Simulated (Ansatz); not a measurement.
**Abstraction of F: GeH2F2 + BF2 → GeH2F + BF3**

Gas-phase species: GeH2F2 `[F][GeH2][F]`, singlet; BF2 `F[B]F`, doublet; GeH2F `[F][GeH2]`, doublet; BF3 (boron trifluoride) `FB(F)F`, singlet. A radical takes F: the energy is the difference in strength between the Ge–F bond broken and the B–F bond made.

Shapes, held fixed at every level: PBE0-D4/def2-TZVP. Programs: Ansatz 0.2.0. The zero-point and thermal change to 298 K, harmonic and unscaled (PBE0-D4/def2-TZVP), is +1.4 kJ/mol.

```
                level                   kind  ΔH(298 K) (kJ/mol)  less CCSD(T)/def2-TZVPP
          HF/def2-SVP           Hartree–Fock              -173.5                    -13.4
        HF/def2-TZVPP           Hartree–Fock              -155.4                     +4.7
     SPW92/def2-TZVPP                    LDA              -174.6                    -14.5
 r2SCAN-D4/def2-TZVPP               meta-GGA              -157.1                     +3.0
   PBE0-D4/def2-TZVPP          global hybrid              -163.8                     -3.7
r2SCAN0-D4/def2-TZVPP          global hybrid              -162.1                     -2.0
   CCSD(T)/def2-TZVPP  coupled cluster or CI              -160.1                      0.0
```

The highest level, CCSD(T)/def2-TZVPP, gives ΔH(298 K) = -160.1 kJ/mol; the levels span -174.6 to -155.4. The column of differences is taken from that level and isn't an error. No measured value is set beside it here. Open shells run unrestricted. Relativity is left out for Ge. Outer-core shells of Ge are correlated, in sets that cover them unevenly.
